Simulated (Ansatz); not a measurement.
The same path of CH3NOSi (7 atoms, charge 0, multiplicity 1) was run twice with different band settings. Lost on the way: O4–H7. Made: Si3–H7.

All numbers below come from UKS PBE-D4/6-31G in Ansatz.

Relaxed end points:

```xyz
7
Properties=species:S:1:pos:R:3
N -0.675 1.354 0.416
C -0.092 0.195 0.281
Si 0.695 -1.343 0.757
O 1.082 -2.176 -0.774
H -0.156 2.245 0.455
H -1.697 1.467 0.490
H 0.843 -1.742 -1.625
```

```xyz
7
Properties=species:S:1:pos:R:3
N -0.673 1.270 0.398
C -0.492 0.151 -0.240
Si 0.692 -1.239 -0.344
O 2.058 -1.239 -1.251
H -0.091 1.632 1.173
H -1.443 1.904 0.140
H -0.051 -2.480 0.124
```

Common settings: movable images 5; climbing image yes; spring 5.0 eV/Å²; start path through a guess of the saddle point; force threshold 0.05 eV/Å; iteration limit 60; end points relaxed.

| run | optimiser | largest step |
| --- | --- | --- |
| 1 | quadratic models (default) | default |
| 2 | fire | 0.02 Å |

Q: What does each run give, and how far can it be trusted?

A: Run 1: converged after 33 iterations, highest image 2.616 eV above the first end. The profile has 2 maxima (images 1, 3) with wells between them (image 2): this band takes more than one step, which may be the mechanism or a detour left from its start path. Neighbouring images differ by up to 2.5 eV, so the band resolves the path poorly. A vibrational analysis at the climbing image gives one clearly imaginary mode, 1131i cm⁻¹: a first-order saddle point.
Run 2: not converged after 60 iterations, highest image 2.645 eV above the first end. The band didn't meet its force threshold, so its energies are provisional: the largest band force was still 0.73 eV/Å, and over the last iterations the top moved between 2.63 and 2.64 eV.
The orbitals stay closed-shell, which can raise the energy where a bond breaks towards radicals; this wasn't checked here. Limits of this set-up: no polarisation functions.
